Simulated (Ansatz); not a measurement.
Born–Oppenheimer molecular dynamics of BClFH₃O (7 atoms, charge 0, multiplicity 1). It starts at the highest image of a converged band, a first-order saddle point between two minima.

These are results of RKS PBE/def2-SVP (Ansatz 0.2.0), not measurements.

```
ensemble                      : NVE (velocity Verlet)
time step                     : 0.5 fs
steps asked                   : 200
starting velocities drawn for : 300 K
seed                          : 6844
```

First frame:

```xyz
7
Properties=species:S:1:pos:R:3
B 0.058 -0.296 -0.068
Cl -0.050 0.168 2.124
H 1.083 0.238 -0.417
F -1.121 0.007 -0.629
O 0.164 -1.735 0.344
H -0.693 -2.179 0.167
H 0.096 -1.234 1.504
```

(1) What does the run give?

(2) What happens to the structure?

(3) How do temperature and energy run in time?

Results:

(1) All steps were run.

```
steps done                                               : 200
time covered                                             : 100 fs
mean temperature over the second half                    : 474 K
spread of the potential energy over the second half      : 16.3 meV per atom
mean potential energy of the second half above the start : -16.0 meV per atom
```

The conserved energy stayed within 0.23 meV per atom of its start (net change 0.076 meV per atom), so the integration is sound. The kinetic energy rose, since the run started high on the potential surface and went downhill. It ends in pieces (BClFH + H2O), so much of that is their flight and rotation, not heat. A run of 0.1 ps of so small a system gives no equilibrium averages. The orbitals stay closed-shell, which can raise the energy where a bond breaks towards radicals; this wasn't checked here.

(2) Between its relaxed ends the band would form Cl2–H7 and break B1–Cl2, O5–H7. These pairs go: Cl2–H7 1.54 → 3.00 Å, B1–Cl2 2.24 → 1.73 Å, O5–H7 1.27 → 0.95 Å. In the last frame they stand as before the step (other bonds may differ from the relaxed reactants and products). Also parted: B1–O5 1.50 → 2.14 Å. It ends as BClFH + H2O. Pairs count as bonded within 1.25 times the sum of covalent radii (0.12 Å more for H–H). Another seed would give other details.

(3) 
```json
{"time (fs)": "0", "T (K)": "300", "potential energy less start (eV)": "0.000", "conserved less start (meV/atom)": "0.00"}
{"time (fs)": "5", "T (K)": "230", "potential energy less start (eV)": "0.045", "conserved less start (meV/atom)": "0.01"}
{"time (fs)": "10", "T (K)": "143", "potential energy less start (eV)": "0.102", "conserved less start (meV/atom)": "0.09"}
{"time (fs)": "15", "T (K)": "136", "potential energy less start (eV)": "0.107", "conserved less start (meV/atom)": "0.09"}
{"time (fs)": "20", "T (K)": "191", "potential energy less start (eV)": "0.072", "conserved less start (meV/atom)": "0.17"}
{"time (fs)": "25", "T (K)": "371", "potential energy less start (eV)": "-0.045", "conserved less start (meV/atom)": "0.19"}
{"time (fs)": "30", "T (K)": "530", "potential energy less start (eV)": "-0.147", "conserved less start (meV/atom)": "0.20"}
{"time (fs)": "35", "T (K)": "712", "potential energy less start (eV)": "-0.265", "conserved less start (meV/atom)": "0.20"}
{"time (fs)": "40", "T (K)": "781", "potential energy less start (eV)": "-0.310", "conserved less start (meV/atom)": "0.15"}
{"time (fs)": "45", "T (K)": "609", "potential energy less start (eV)": "-0.199", "conserved less start (meV/atom)": "0.08"}
{"time (fs)": "50", "T (K)": "528", "potential energy less start (eV)": "-0.147", "conserved less start (meV/atom)": "0.10"}
{"time (fs)": "55", "T (K)": "736", "potential energy less start (eV)": "-0.281", "conserved less start (meV/atom)": "0.01"}
{"time (fs)": "60", "T (K)": "826", "potential energy less start (eV)": "-0.340", "conserved less start (meV/atom)": "0.01"}
{"time (fs)": "65", "T (K)": "677", "potential energy less start (eV)": "-0.243", "conserved less start (meV/atom)": "0.06"}
{"time (fs)": "70", "T (K)": "361", "potential energy less start (eV)": "-0.039", "conserved less start (meV/atom)": "0.10"}
{"time (fs)": "75", "T (K)": "293", "potential energy less start (eV)": "0.006", "conserved less start (meV/atom)": "0.15"}
{"time (fs)": "80", "T (K)": "384", "potential energy less start (eV)": "-0.053", "conserved less start (meV/atom)": "0.15"}
{"time (fs)": "85", "T (K)": "299", "potential energy less start (eV)": "0.002", "conserved less start (meV/atom)": "0.17"}
{"time (fs)": "90", "T (K)": "303", "potential energy less start (eV)": "-0.001", "conserved less start (meV/atom)": "0.12"}
{"time (fs)": "95", "T (K)": "337", "potential energy less start (eV)": "-0.023", "conserved less start (meV/atom)": "0.14"}
{"time (fs)": "100", "T (K)": "563", "potential energy less start (eV)": "-0.169", "conserved less start (meV/atom)": "0.08"}
```

Run time: 2.4 min on 1 thread of AMD EPYC 9R45 96-Core Processor (Zen 5), with other jobs on the host, peak memory 0.16 GiB.
